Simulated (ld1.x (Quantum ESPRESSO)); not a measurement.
**H (Z = 1), PAW: configuration errors across variants**

* Element: hydrogen
* Generator: ld1.x (Quantum ESPRESSO) 7.5
* Type: PAW
* Functional: LDA (PZ)
* Relativity: scalar-relativistic
* Frozen core: none
* Valence charge: 1
* Reference configuration: 1s1
* Partial waves: 1s (bound): rcut 0.90, rcutus 1.20 bohr; 1s channel at 0.7 Ry: rcut 0.90, rcutus 1.20 bohr
* Local potential: all-electron potential smoothed inside 1.20 bohr (lloc = -1)
* Core correction: none
* Augmentation charge: BESSEL, radius 0.75 bohr

All-electron excitation energies from the reference (eV): (1) 1s0.5 4.645; (2) 1s1 spin -0.897; (3) 1s0.5 spin 4.258.

Spin tests fill each open shell by Hund’s rule, majority spin first.

1 further variants failed, have other tests or another functional or relativity, and are left out.

Errors AE − PS in meV (a dash: test not solved or not reliable):

```csv
change,(1),(2),(3),bound ghosts
base,0.0,0.0,0.0,none
"wave 1s channel at 0.7 Ry: rcut 0.90, rcutus 1.20 bohr becomes 1s channel at 0.65 Ry: rcut 0.90, rcutus 1.20 bohr",0.0,0.0,0.0,none
"waves 1s (bound): rcut 0.90, rcutus 1.34 bohr; 1s channel at 0.7 Ry: rcut 0.90, rcutus 1.34 bohr",0.0,0.0,-0.1,none
"augmentation PSQ, radius 1.05 bohr",0.0,0.0,0.0,none
local potential all-electron potential smoothed inside 0.58 bohr (lloc = -1),0.0,0.0,-0.1,none
"waves 1s (bound): rcut 0.66, rcutus 0.88 bohr; 1s channel at 0.7 Ry: rcut 0.66, rcutus 0.88 bohr; local potential all-electron potential smoothed inside 0.88 bohr (lloc = -1); augmentation BESSEL, radius 0.56 bohr",0.0,0.0,0.0,none
local potential all-electron potential smoothed inside 1.05 bohr (lloc = -1),0.0,0.0,0.0,none
"waves 1s (bound): rcut 0.90, rcutus 1.66 bohr; 1s channel at 0.7 Ry: rcut 0.90, rcutus 1.66 bohr",0.0,0.0,0.0,none
local potential all-electron potential smoothed inside 0.50 bohr (lloc = -1),0.0,0.0,-0.1,none
"wave 1s channel at 0.7 Ry: rcut 0.90, rcutus 1.20 bohr becomes 1s channel at -0.36 Ry: rcut 0.90, rcutus 1.20 bohr",0.0,0.0,0.0,none
```

Give the same row for: type ultrasoft; local potential all-electron potential smoothed inside 1.00 bohr (lloc = -1); augmentation built from norm-conserving waves at rcut, not smoothed further.

+0.3, -1.3, -0.4; bound ghosts: none.
